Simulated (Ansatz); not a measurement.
Cost and result for the atomization energy of `BC(O)[SiH2]C` (14 atoms, 13 bonds).

```xyz
14

B     0.7275   -0.3945    1.5922
C     0.1451    0.8724    0.9956
O    -1.2034    1.1682    1.3119
Si    0.2747    0.4288   -0.8893
C    -0.4706   -1.2298   -1.3098
H     0.0335   -1.2348    2.0825
H     1.9030   -0.5856    1.4561
H     0.8108    1.7450    1.0804
H    -1.5013    1.8932    0.7551
H    -0.5181    1.5180   -1.5336
H     1.6842    0.5335   -1.3515
H    -1.4695   -1.3134   -0.8761
H     0.1390   -2.0487   -0.9214
H    -0.5549   -1.3523   -2.3921
```

Charge 0, multiplicity 1. Geometry: relaxed with PBE0-D4/def2-TZVP. It is one conformer, not always the lowest. Program: Ansatz. All runs use 4 threads of an Arm Neoverse V1 on a shared host. Times are those of one run each, without the atoms' runs, and a repeat can differ threefold. Electronic energies, without spin–orbit coupling; frozen cores. CCSD(T)/CBS adds CCSD(T) − MP2 in def2-TZVPP to the MP2 limit, and its time is that of the two runs behind it. T1 = 0.012. B3LYP takes the VWN-RPA correlation (the form of Gaussian; ORCA's B3LYP/G).

CCSD(T)/CBS is a level of theory with its own doubt, some kJ/mol a heavy atom from the limit and from the frozen cores, so smaller differences don't rank the functionals.

```json
{"level": "PBE-D4/def2-TZVPP (with forces)", "functions": "292", "wall time": "3.3 s", "atomization (kJ/mol)": "5078.9", "difference from CCSD(T)/CBS": "69.0", "per bond": "5.3"}
{"level": "PBE0-D4/def2-TZVPP", "functions": "292", "wall time": "3.9 s", "atomization (kJ/mol)": "5018.6", "difference from CCSD(T)/CBS": "8.7", "per bond": "0.7"}
{"level": "r2SCAN-D4/def2-TZVPP (with forces)", "functions": "292", "wall time": "6.5 s", "atomization (kJ/mol)": "5036.0", "difference from CCSD(T)/CBS": "26.1", "per bond": "2.0"}
{"level": "B3LYP-D4/def2-TZVPP (with forces)", "functions": "292", "wall time": "7 s", "atomization (kJ/mol)": "5023.1", "difference from CCSD(T)/CBS": "13.2", "per bond": "1.0"}
{"level": "B2PLYP/def2-TZVPP", "functions": "292", "wall time": "7.5 s", "atomization (kJ/mol)": "4962.8", "difference from CCSD(T)/CBS": "-47.1", "per bond": "-3.6"}
{"level": "ωB97X-V/def2-TZVPP", "functions": "292", "wall time": "11 s", "atomization (kJ/mol)": "5031.4", "difference from CCSD(T)/CBS": "21.5", "per bond": "1.7"}
{"level": "ωB97M-V/def2-TZVPP (with forces)", "functions": "292", "wall time": "15 s", "atomization (kJ/mol)": "5036.2", "difference from CCSD(T)/CBS": "26.3", "per bond": "2.0"}
{"level": "MP2/def2-QZVPP", "functions": "568", "wall time": "39 s", "atomization (kJ/mol)": "5008.8", "difference from CCSD(T)/CBS": "-1.1", "per bond": "-0.1"}
{"level": "CCSD(T)/def2-TZVPP", "functions": "292", "wall time": "5.1 min", "atomization (kJ/mol)": "4893.7", "difference from CCSD(T)/CBS": "-116.2", "per bond": "-8.9"}
{"level": "CCSD(T)/CBS(def2)", "functions": "–", "wall time": "5.8 min", "atomization (kJ/mol)": "5009.9", "difference from CCSD(T)/CBS": "0.0", "per bond": "0.0"}
```

In def2-TZVPP, CCSD(T) changes the Hartree–Fock value by +1136.1 kJ/mol (the triples alone add +59.3 kJ/mol) and MP2 by +1182.5 kJ/mol; breaking electron pairs costs correlation energy, which Hartree–Fock lacks. From PBE to PBE0 (25 % exact exchange), in def2-TZVPP and without D4, the atomization energy moves by −56.0 kJ/mol: exact exchange takes away binding that semilocal exchange gives to molecules. The D4 term adds +45.0 kJ/mol with B3LYP and +23.8 kJ/mol with PBE0; it sums over pairs of atoms, weighted by their polarisabilities, and B3LYP, whose exchange is more repulsive, gets the larger term.
